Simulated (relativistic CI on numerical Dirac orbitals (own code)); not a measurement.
Method of calculation: Dirac-Coulomb-Breit CI, orbitals from a KLI potential per configuration, QED by a radiative potential, unscaled Slater integrals (own radial code, finite nucleus).

Configuration list (outside the closed core 1s2): 2s2.2p5, 2s.2p6, 2s2.2p4.3s, 2s2.2p4.3p, 2p6.3s, 2s2.2p4.3d, 2p6.3p, 2p6.3d, 2s.2p5.3s, 2s.2p5.3p, 2s2.2p4.4s, 2s2.2p4.4p, 2s.2p5.3d, 2s2.2p4.4d, 2s2.2p4.4f, 2s2.2p4.5s, 2s2.2p4.5p, 2s2.2p3.3s2, 2s2.2p4.5d, 2s2.2p4.5f, 2s2.2p4.5g, 2s2.2p3.3s.3p, 2s.2p5.4s, 2s2.2p3.3p2, 2s.2p5.4p, 2s2.2p3.3s.3d, 2s.2p5.4d, 2s.2p5.4f, 2s2.2p3.3p.3d, 2s.2p4.3s2, 2s2.2p3.3d2, 2s.2p5.5s, 2s.2p4.3s.3p, 2s.2p5.5p, 2s.2p5.5d, 2s.2p5.5f. Levels of other configurations are missing.

At this charge configurations can still be misplaced by up to about 7 % of their energy.

Outline of the computed level scheme of Cl IX. Lowest level of each configuration: 2s2.2p5 2P°_3/2 at 0.000 eV; 2s.2p6 2S_1/2 at 70.520 eV; 2s2.2p4.3s 4P_5/2 at 233.498 eV; 2s2.2p4.3p 4P°_5/2 at 248.061 eV; 2s2.2p4.3d 4D_7/2 at 268.874 eV.

Some strong electric-dipole decays among the lowest 45 levels: 2s2.2p4.3s 2P_3/2 → 2s2.2p5 2P°_3/2 (2.5e+11 s⁻¹); 2s2.2p4.3s 2P_1/2 → 2s2.2p5 2P°_1/2 (1.9e+11 s⁻¹); 2s2.2p4.3s 2D_5/2 → 2s2.2p5 2P°_3/2 (1.2e+11 s⁻¹); 2s2.2p4.3s 2P_1/2 → 2s2.2p5 2P°_3/2 (1.1e+11 s⁻¹); 2s2.2p4.3s 2D_3/2 → 2s2.2p5 2P°_1/2 (1.1e+11 s⁻¹); 2s2.2p4.3d 2P_1/2 → 2s2.2p5 2P°_3/2 (8.4e+10 s⁻¹); 2s2.2p4.3d 2P_1/2 → 2s2.2p5 2P°_1/2 (8.0e+10 s⁻¹); 2s2.2p4.3s 2S_1/2 → 2s2.2p5 2P°_3/2 (6.6e+10 s⁻¹).

LS names give the leading component of a level, which can be under half, so a name can repeat, a term be missing and a line seem to break the LS rules.
